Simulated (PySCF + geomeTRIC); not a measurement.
All values below come from PySCF + geomeTRIC with BP86-D3(BJ)/def2-SVP. fastk is a local helper that only speeds up exchange builds. No frequencies were computed at this level.

```python
import json, numpy as np
from pyscf import gto, dft
from fastk import lowrank_exchange
atoms = """
W      0.007039     0.004983    -0.013074
O     -1.637338    -0.292184     0.270856
O      0.941469    -0.526676     1.297312
O      0.270147     1.836539    -0.253576
H      0.305819     2.792214    -0.108460
O      0.538570    -0.898301    -1.557118
H      0.726401    -1.592194    -2.204310
"""
def scf(charge, spin, dm0=None):
    mol = gto.M(atom=atoms, basis='def2-svp', ecp={'W': 'def2-svp'}, charge=charge, spin=spin, verbose=3, max_memory=15120)
    mf = dft.KS(mol, xc='bp86').density_fit(auxbasis="def2-universal-jkfit")
    mf.disp = 'd3bj'
    mf.grids.level = 3
    mf.conv_tol = 1e-8
    mf.max_cycle = 120
    mf.level_shift = 0.25
    mf.kernel(dm0)
    if not mf.converged:
        mf = mf.newton().run(mf.mo_coeff, mf.mo_occ).undo_soscf()
    return mf
mf = scf(0, 0)
from pyscf.geomopt.geometric_solver import kernel as optimize
path = []
done, mol = optimize(mf, maxsteps=120, assert_convergence=False, callback=lambda env: path.append((env["energy"], bool(env["g_scanner"].converged))))
res = dict(converged=bool(done and path[-1][1]), energy=path[-1][0], path=[e for e, c in path], xyz=mol.atom_coords(unit="Angstrom").tolist(), nao=mol.nao)
json.dump(res, open("result.json", "w"))
```

Output:

```
converged SCF energy = -369.290628230728
Geometry optimization cycle 1
converged SCF energy = -369.290628224838
cycle 1: E = -369.290628225  dE = -369.291  norm(grad) = 0.0863638
Geometry optimization cycle 2
converged SCF energy = -369.293812213919
cycle 2: E = -369.293812214  dE = -0.00318399  norm(grad) = 0.0539893
Geometry optimization cycle 3
converged SCF energy = -369.295785243166
cycle 3: E = -369.295785243  dE = -0.00197303  norm(grad) = 0.0168724
Geometry optimization cycle 4
converged SCF energy = -369.296681745064
cycle 4: E = -369.296681745  dE = -0.000896502  norm(grad) = 0.0131265
Geometry optimization cycle 5
converged SCF energy = -369.298841366672
cycle 5: E = -369.298841367  dE = -0.00215962  norm(grad) = 0.0428355
Geometry optimization cycle 6
converged SCF energy = -369.299740696135
cycle 6: E = -369.299740696  dE = -0.000899329  norm(grad) = 0.0355869
Geometry optimization cycle 7
converged SCF energy = -369.300413352396
cycle 7: E = -369.300413352  dE = -0.000672656  norm(grad) = 0.00440512
Geometry optimization cycle 8
converged SCF energy = -369.300458291153
cycle 8: E = -369.300458291  dE = -4.49388e-05  norm(grad) = 0.0014953
Geometry optimization cycle 9
converged SCF energy = -369.30046189508
cycle 9: E = -369.300461895  dE = -3.60393e-06  norm(grad) = 0.000371146
Geometry optimization cycle 10
converged SCF energy = -369.300463759777
cycle 10: E = -369.30046376  dE = -1.8647e-06  norm(grad) = 0.000680775
Geometry optimization cycle 11
converged SCF energy = -369.300463206113
cycle 11: E = -369.300463206  dE = 5.53664e-07  norm(grad) = 0.00107758
Geometry optimization cycle 12
converged SCF energy = -369.300463365593
cycle 12: E = -369.300463366  dE = -1.59481e-07  norm(grad) = 0.000991997
Geometry optimization cycle 13
converged SCF energy = -369.300464661156
cycle 13: E = -369.300464661  dE = -1.29556e-06  norm(grad) = 0.000564598
Geometry optimization cycle 14
converged SCF energy = -369.300465220152
cycle 14: E = -369.30046522  dE = -5.58997e-07  norm(grad) = 0.00040358
<class 'geometric.internal.Distance'> : 6
<class 'geometric.internal.Angle'> : 6
<class 'geometric.internal.LinearAngle'> : 4
<class 'geometric.internal.TranslationX'> : 1
<class 'geometric.internal.TranslationY'> : 1
<class 'geometric.internal.TranslationZ'> : 1
<class 'geometric.internal.RotationA'> : 1
<class 'geometric.internal.RotationB'> : 1
<class 'geometric.internal.RotationC'> : 1
Step    0 : Gradient = 3.264e-02/5.923e-02 (rms/max) Energy = -369.2906282248
Step    1 : Displace = 5.248e-02/6.301e-02 (rms/max) Trust = 1.000e-01 (=) Grad = 2.041e-02/3.588e-02 (rms/max) E (change) = -369.2938122139 (-3.184e-03) Quality = 0.442
Step    2 : Displace = 2.312e-02/3.034e-02 (rms/max) Trust = 1.000e-01 (=) Grad = 6.377e-03/1.200e-02 (rms/max) E (change) = -369.2957852432 (-1.973e-03) Quality = 1.268
Step    3 : Displace = 3.288e-02/5.231e-02 (rms/max) Trust = 1.414e-01 (+) Grad = 4.961e-03/5.872e-03 (rms/max) E (change) = -369.2966817451 (-8.965e-04) Quality = 1.573
Step    4 : Displace = 1.272e-01/2.018e-01 (rms/max) Trust = 2.000e-01 (+) Grad = 1.619e-02/2.471e-02 (rms/max) E (change) = -369.2988413667 (-2.160e-03) Quality = 1.283
Step    5 : Displace = 7.513e-02/1.195e-01 (rms/max) Trust = 2.828e-01 (+) Grad = 1.345e-02/2.492e-02 (rms/max) E (change) = -369.2997406961 (-8.993e-04) Quality = 0.957
Step    6 : Displace = 3.458e-02/5.482e-02 (rms/max) Trust = 3.000e-01 (+) Grad = 1.665e-03/2.915e-03 (rms/max) E (change) = -369.3004133524 (-6.727e-04) Quality = 0.924
Step    7 : Displace = 9.800e-03/1.560e-02 (rms/max) Trust = 3.000e-01 (=) Grad = 5.652e-04/1.261e-03 (rms/max) E (change) = -369.3004582912 (-4.494e-05) Quality = 0.859
Step    8 : Displace = 1.893e-03/2.555e-03 (rms/max) Trust = 3.000e-01 (=) Grad = 1.403e-04/2.575e-04 (rms/max) E (change) = -369.3004618951 (-3.604e-06) Quality = 1.187
Step    9 : Displace = 3.557e-03/5.115e-03 (rms/max) Trust = 3.000e-01 (=) Grad = 2.573e-04/5.943e-04 (rms/max) E (change) = -369.3004637598 (-1.865e-06) Quality = 0.528
Step   10 : Displace = 2.754e-03/3.998e-03 (rms/max) Trust = 3.000e-01 (=) Grad = 4.073e-04/9.722e-04 (rms/max) E (change) = -369.3004632061 (+5.537e-07) Quality = -0.176
Step   11 : Displace = 1.362e-03/2.027e-03 (rms/max) Trust = 1.377e-03 (-) Grad = 3.749e-04/8.923e-04 (rms/max) E (change) = -369.3004633656 (-1.595e-07) Quality = 0.027
Step   12 : Displace = 9.978e-04/1.270e-03 (rms/max) Trust = 6.809e-04 (-) Grad = 2.134e-04/4.923e-04 (rms/max) E (change) = -369.3004646612 (-1.296e-06) Quality = 0.746
Step   13 : Displace = 7.331e-04/9.461e-04 (rms/max) Trust = 6.809e-04 (=) Grad = 1.525e-04/3.333e-04 (rms/max) E (change) = -369.3004652202 (-5.590e-07) Quality = 0.553
Converged! =D
```

Cost: around 3 core-minutes (rough).
